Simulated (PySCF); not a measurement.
Isomers of C9H8O2. The calculation used PBE0-D3(BJ)/def2-SVP geometry optimisation, gas phase (PySCF 2.14.0). Energies are electronic, without zero-point or thermal terms, for one conformer each. No frequencies were run at this level. Point groups hold within 0.08 Å.

Problem. Order them by energy at this level, lowest first, and give relative energies in kcal/mol.
A. `[CH2:1]=[CH:2][c:3]1[cH:4][cH:5][c:6]([C:7](=[O:8])[OH:9])[cH:10][cH:11]1` with C1–C2–C3–C4 -2°, C5–C6–C7–O8 0°, C6–C7–O9–H 180° (4-vinylbenzoic acid)
B. `[CH3:1][c:2]1[cH:3][cH:4][cH:5][c:6]([CH:7]=[O:8])[c:9]1[CH:10]=[O:11]` with C5–C6–C7–O8 179°, C6–C9–C10–O11 -179°
C. `[CH2:1]=[CH:2][CH2:3][C:4]1=[CH:5][C:6](=[O:7])[CH:8]=[CH:9][C:10]1=[O:11]` with C1–C2–C3–C4 116°, C2–C3–C4–C5 -20°
D. `[CH2:1]=[CH:2][O:3][C:4](=[O:5])[c:6]1[cH:7][cH:8][cH:9][cH:10][cH:11]1` with C1–C2–O3–C4 180°, C2–O3–C4–O5 0°, O3–C4–C6–C7 1°

Solution. A (0.0), D (11.6), B (15.1), C (43.4).

As drawn, the lowest has an aromatic ring, an O–H bond and a C(=O)–O unit, which the highest lacks.

```tsv
SMILES	E (Eh)	E rel (kcal/mol)	dipole (D)	point group	A, B, C (MHz)
C=Cc1ccc(C(=O)O)cc1	-497.31636	0.0	1.94	near Cs	3576, 575.2, 495.5
C=COC(=O)c1ccccc1	-497.29788	11.6	2.04	Cs	2940, 632.8, 520.7
Cc1cccc(C=O)c1C=O	-497.29231	15.1	4.70	–	1420, 1178, 646.3
C=CCC1=CC(=O)C=CC1=O	-497.24726	43.4	0.65	C1	1589, 857.9, 568.5
```
